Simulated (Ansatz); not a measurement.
```yaml
crystal:
  periodic: [false, false, false]
  atoms:
    - {symbol: N, position_ang: [0.610874, 2.283914, 0.755788]}
    - {symbol: C, position_ang: [0.560041, 1.095557, 0.386411]}
    - {symbol: O, position_ang: [0.935138, -0.100734, 1.044567]}
    - {symbol: Si, position_ang: [0.289754, -0.446908, -0.476037]}
    - {symbol: N, position_ang: [-1.189198, -1.228363, -0.621830]}
    - {symbol: H, position_ang: [1.004714, 2.364818, 1.696262]}
    - {symbol: H, position_ang: [1.213350, -1.015971, -1.474573]}
    - {symbol: H, position_ang: [-1.324261, -2.018822, -1.228152]}
    - {symbol: H, position_ang: [-2.012012, -0.979690, -0.099535]}
basis:
  gaussian: {orbitals: cc-pVTZ, fitting: {mean_field: def2-universal-jkfit}, point_charges: [{charge: 1.00, position_ang: [4.453, 0.735, -0.118]}]}
hamiltonian: {xc: {name: HF}}
correlation: {method: mp2, frozen_orbitals: {N: 9}}
```

```sh
$ ansatz run in.yaml --threads 2 --pin off --events-out ev --progress --plain --max-ram 4352MiB
```

Output, abridged:

```
Functional definition: HF
  name "HF"
  cite "Fock, Z. Phys. 61, 126 (1930) doi:10.1007/BF01340294"
  parent pbe
  exchange = exact_x
  correlation = 0
Error: "frozen_orbitals" has no count for C
```

In this input frozen orbitals are typed for one element alone, and the program wants a count for each. The program refused the input.
